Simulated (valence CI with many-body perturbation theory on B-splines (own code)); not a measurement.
Questions on Yb63+

Calculated by configuration interaction combined with many-body perturbation theory (CI+MBPT): five valence electrons over a frozen Dirac-Fock core [He], a basis of 9 s, 9 p, 8 d, 6 f, 3 g, 1 h functions for each j, with the one-electron correlation potential Σ1 (screened to all orders), the two-electron term Σ2, the three-electron term Σ3, Breit, model QED; selected single and double excitations, second order for the rest, scaled by the run's own slope (own B-spline code, finite nucleus).

No measured spectrum was set against this ion. As an estimate, large intervals hold to a few tenths of a per cent, small ones and those within an open d or f shell to about a per cent. Among the levels kept, up to 4100 cm⁻¹ of a level comes from second order outside the variational space, and about a tenth of that is noise between levels of different J, which matters for small intervals.

Levels are named by their leading jj configuration (3d3/2^4 stands for four electrons in 3d with j = 3/2), which in mixed levels can hold well under half, so a name can repeat and another be missing.

Rates and lifetimes use the calculated energies. Strong lines usually hold to 10 to 20 %, long lifetimes can be off by a factor of two.

Q: What is the ground level?

A: (2s^2 2p1/2^2 2p3/2) J=3/2, composition 48 % 2s2.2p3 2P° + 27 % 2s2.2p3 2D° + 24 % 2s2.2p3 4S°, g = 1.319.

Q: What is the ionisation energy?

A: 14753 eV; NIST lists 14752 ± 19 eV (theoretical).

Q: Where does the other parity begin?

A: At (2s 2p1/2^2 2p3/2^2) J=5/2, 1388.6 eV.

Q: Name the longest-lived excited levels whose lifetime is computed, and their main decay.

A: (2s^2 2p1/2 2p3/2^2) J=5/2 at 1093.8 eV lives 504 ps, mostly by M1 to (2s^2 2p1/2^2 2p3/2) J=3/2; (2s^2 2p1/2 2p3/2^2) J=1/2 at 1141.8 eV lives 152 ps, mostly by M1 to (2s^2 2p1/2^2 2p3/2) J=3/2; (2s^2 2p1/2 2p3/2^2) J=3/2 at 1071.0 eV lives 86.1 ps, mostly by M1 to (2s^2 2p1/2^2 2p3/2) J=3/2.

Q: Among levels below 9689.5 eV, which E1 lines absorb most strongly from the ground level?

A: to (2s^2 2p1/2^2 3d5/2) J=5/2 at 0.1463 nm, f = 0.547; to (2s^2 2p1/2 2p3/2 3d3/2) J=5/2 at 0.1305 nm, f = 0.506; to (2s^2 2p1/2 2p3/2 3d3/2) J=3/2 at 0.1304 nm, f = 0.293.

Q: What are the static dipole polarisabilities of the lowest levels?

A: (2s^2 2p1/2^2 2p3/2) J=3/2 9.28e-05 (tensor 1.8e-05) bohr³, of which the core gives 2.84e-07.

Q: How well does LS coupling describe the low levels?

A: Among the lowest 20 levels the leading LS term, summed over configurations, holds 63 % on average. For single configurations the figures are 63 % in LS and 100 % in jj coupling. Terms mix most in the J = 3/2 level at 8295.0 eV, where the leading one holds 35 %.
